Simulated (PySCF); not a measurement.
B(OH)(OMe)(nPr), C4H11BO2, SMILES O(C)B(CCC)O, singlet (GFN2-xTB optimised geometry):

```
18

B      1.084    -0.139     0.000
O      2.440    -0.139     0.000
H      2.865    -0.998     0.014
O      0.325    -1.267     0.012
C      0.860    -2.570     0.024
H      1.471    -2.741     0.916
H      0.019    -3.264     0.033
H      1.466    -2.759    -0.869
C      0.332     1.270     0.000
C     -1.149     1.202    -0.377
C     -1.816     2.571    -0.315
H      0.845     1.957    -0.675
H      0.419     1.712     0.996
H     -1.244     0.795    -1.385
H     -1.656     0.514     0.301
H     -1.752     2.982     0.691
H     -2.865     2.501    -0.591
H     -1.327     3.264    -0.997
```

Method: PBE0/def2-SVP (PySCF 2.14.0).

Q: What are the frontier orbital energies and the dipole moment?

A: HOMO-2 -8.76 eV, HOMO-1 -8.60 eV, HOMO -8.32 eV, LUMO 1.27 eV, LUMO+1 1.64 eV; dipole moment 2.89 D.

On the same geometry PBE/def2-SVP (PySCF 2.14.0) gives HOMO-2 -7.19 eV, HOMO-1 -6.95 eV, HOMO -6.86 eV, LUMO 0.36 eV, LUMO+1 0.62 eV; dipole moment 2.82 D.

Meta-Löwdin charges at PBE0/def2-SVP: B1 0.42, O2 -0.48, H3 0.32, O4 -0.38, C5 -0.09, H6 0.09, H7 0.12, H8 0.09, C9 -0.30, C10 -0.15, C11 -0.30, H12 0.10, H13 0.10, H14 0.08, H15 0.09, H16 0.09, H17 0.09, H18 0.09.
